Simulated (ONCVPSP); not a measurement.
# Logarithmic derivatives: beryllium, ONCV

```
Element                 : beryllium (Be)
Generator               : ONCVPSP 4.0.1
Type                    : optimised norm-conserving Vanderbilt (ONCV)
Functional              : LDA (Perdew-Wang 92)
Relativity              : non-relativistic
Frozen core             : none
Valence charge          : 4
Reference configuration : 1s2 2s1 2p1
Partial waves           : 1s+2s: rc 0.95 bohr, ncon 4, nbas 8, qcut 12.7 1/bohr, 2 projectors; 2p: rc 3.35 bohr, ncon 4, nbas 7, qcut 4 1/bohr, 2 projectors, debl 1.7 Ha; d scattering state at 0.45 Ha: rc 3.65 bohr, ncon 4, nbas 9, qcut 2.2 1/bohr, 2 projectors, debl 1.7 Ha
Local potential         : polynomial inside 0.85 bohr (lpopt 5, dvloc0 0 Ha)
Core correction         : none
```

The phase is arctan(r·R′/R) of the radial function R(r), unwrapped; energies in Ha, scanned from -5 to 5 Ha. A pole is an energy at which the radial function vanishes at the test radius. The pseudo phase is shifted by a multiple of π to meet the all-electron one at the reference energy, and phase errors are pseudo minus all-electron; the curves can meet again beyond the range given. Levels narrower than the energy grid can be missing from the lists of poles. n/a: not evaluated, since a narrow level or a reset projector energy made the automatic matching unsafe.

Q: For each channel, where are the poles, and over which energies does the pseudopotential scatter like the atom?

A:

| channel | radius (bohr) | reference energy (Ha) | poles, all-electron | poles, pseudo | unbroken range about the reference energy with phases within 0.05 rad | phase error 1 Ha above the reference energy (rad) |
| --- | --- | --- | --- | --- | --- | --- |
| s | 0.96 | -0.23 | -3.38 | -3.38 | the whole range | +0.000 |
| p | 3.40 | -0.10 | 0.10, 1.48, 3.78 | 0.12, 1.48 | n/a | n/a |
| d | 3.69 | 0.45 | 0.74, 2.34, 4.69 | 0.75, 2.34 | below 1.2 | +0.149 |

Note: ghosts flagged at negative energy: p at -35.3 eV; no localised positive-energy state flagged. A true bound ghost makes a file unfit for plane-wave use.

Phases in the p channel:

| E (Ha) | all-electron | pseudo |
| --- | --- | --- |
| -4.96 | 1.466 | 4.608 |
| -4.48 | 1.460 | 4.602 |
| -4.00 | 1.453 | 4.594 |
| -3.52 | 1.444 | 4.585 |
| -3.04 | 1.432 | 4.574 |
| -2.56 | 1.417 | 4.559 |
| -2.08 | 1.397 | 4.537 |
| -1.60 | 1.365 | 4.499 |
| -1.12 | 1.308 | 1.327 |
| -0.64 | 1.158 | 1.176 |
| -0.16 | -0.608 | -0.600 |
| 0.32 | -1.878 | -1.804 |
| 0.80 | -4.293 | -4.139 |
| 1.28 | -4.652 | -4.645 |
| 1.76 | -4.793 | -4.791 |
| 2.24 | -5.167 | -5.024 |
| 2.72 | -7.554 | -6.936 |
| 3.20 | -7.768 | -7.630 |
| 3.68 | -7.841 | -7.745 |
| 4.16 | -7.901 | -7.798 |
| 4.64 | -7.999 | -7.831 |
